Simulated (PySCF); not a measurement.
**2 GaH₃ → Ga₂H₆**

Level: PBE0 in the def2-TZVP basis family, all electrons, no relativity, computed in PySCF with density fitting; open shells unrestricted.

```json
{"species": "GaH₃", "state and structure": "singlet, D3h, Ga–H 1.568 Å (×3)", "E (Eh)": "-1926.36049", "ZPE (kJ/mol)": "48.9", "H(298 K) − H(0) (kJ/mol)": "10.7", "S° (J/(mol K))": "218.3"}
{"species": "Ga₂H₆", "state and structure": "singlet, D2h, Ga–H 1.555 Å (×4), Ga–H 1.755 Å (×4); Ga–H–Ga 95.2° (×2), H–Ga–H 84.8° (×2), H–Ga–H 108.1° (×8), H–Ga–H 130.2° (×2)", "E (Eh)": "-3852.76763", "ZPE (kJ/mol)": "113.3", "H(298 K) − H(0) (kJ/mol)": "16.3", "S° (J/(mol K))": "296.6"}
```

What is the electronic reaction energy?

At PBE0/def2-TZVP, ΔE = -122.5 kJ/mol from the differences of the total energies times 2625.5, downhill.

Add zero-point, thermal and entropy terms for 298.15 K and 1 bar.

ΔZPE = 15.5 and Δ[H(298) − H(0)] = -5.1 kJ/mol give ΔH° = -112.1 kJ/mol. ΔS° = -140.0 J/(mol K), so ΔG° = -112.1 − 298.15 × (-0.1400) = -70 kJ/mol and log₁₀K = 12.3. ΔG° would change sign near 800 K if ΔH° and ΔS° stayed fixed.

Only the bonding shown was studied: isomers, or loss of a ligand pair, can lie lower.
